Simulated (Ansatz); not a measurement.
`C=C[Si](F)(F)C=C` + H–F → `C=C[Si](F)(F)F` + ethylene at 298.15 K and 1 bar (ligand exchange at the Si–C bond).

Computed with Ansatz on PBE0-D4/def2-TZVP structures; ΔE is electronic, products minus reactants. CCSD(T)/CBS adds triple-zeta CCSD(T) − MP2 to the extrapolated MP2 energy (def2 sets, frozen cores). This one scheme is used for every species. One conformer a species, not always the lowest.

| species | CCSD(T)/CBS energy (Eh) | H − E (kJ/mol) | S (J/(mol·K)) |
| --- | --- | --- | --- |
| `C=C[Si](F)(F)C=C` | -644.59916 | 266.9 | 377.4 |
| H–F | -100.39570 | 33.5 | 173.6 |
| `C=C[Si](F)(F)F` | -666.56968 | 157.9 | 344.7 |
| `C=C` | -78.48111 | 144.6 | 218.9 |

H − E and S are ideal-gas, rigid-rotor, harmonic terms from PBE0-D4/def2-TZVP, for one conformer and one mirror image of each species. 1 Eh = 2625.50 kJ/mol, R = 8.31446 J/(mol·K).

By hand: ΔE, ΔH, ΔS and ΔG.

ΔE = (-666.56968) + (-78.48111) − (-644.59916) − (-100.39570) = -0.05593 Eh = -146.8 kJ/mol. Δ(H − E) = 157.9 + 144.6 − 266.9 − 33.5 = 2.1, so ΔH = -144.7 kJ/mol. ΔS = 344.7 + 218.9 − 377.4 − 173.6 = 12.6 J/(mol·K). ΔG = -144.7 − 298.15 × (12.6)/1000 = -148.5 kJ/mol.

By hand: the equilibrium constant, and the temperature at which ΔG would vanish if ΔH and ΔS stayed fixed.

log₁₀ K = −ΔG/(RT ln 10) = 26.0. ΔH and −TΔS have one sign here, so there is no such temperature.

The number of gas molecules stays the same, so ΔS is small and ΔH decides. A doubt of 5 kJ/mol in ΔE shifts log₁₀ K by 0.9 here. Other conformers and mirror images would add mixing entropy, several J/(mol·K) or more a flexible species. These are equilibria of isolated gas molecules and say nothing of rates. Largest T1 diagnostic: 0.012 (customary marks: 0.02 for closed shells, 0.045 for open ones).

ΔS is within the doubt of such terms, so its sign, and with it that verdict, could turn.
